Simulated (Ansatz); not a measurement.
Cartesian coordinates in Å:
```
Si -1.4845 -0.3866 0.9119
C 0.3023 -0.6330 0.3482
N 1.0179 0.6533 0.2063
C 0.8948 0.7484 -1.2511
S 0.3905 -1.0062 -1.4624
H -2.1050 0.6605 0.0628
H -2.2255 -1.6665 0.7578
H -1.5258 0.0339 2.3395
H 0.8338 -1.3668 0.9582
H 1.9923 0.5164 0.4468
H 0.0942 1.4287 -1.5482
H 1.8148 1.0179 -1.7697
```

Charge 0, multiplicity 1.

(1) List the r2SCAN/def2-TZVPP orbital energies in eV (Ansatz 0.2.0). (Estimate.)

Answers

(1) Computed: Occupied: -2409.08, -1790.79, -385.68, -274.82, -274.67, -213.47, -157.58, -157.49, -157.30, -141.28, -96.13, -96.13, -96.13, -24.98, -19.18, -18.28, -15.04, -13.61, -13.15, -11.36, -11.06, -9.77, -9.33, -8.69, -8.47, -8.33, -5.87, -5.37. Lowest empty: -1.22, 0.00, 0.52, 0.90, 1.22, 1.50, 1.83, 2.49.
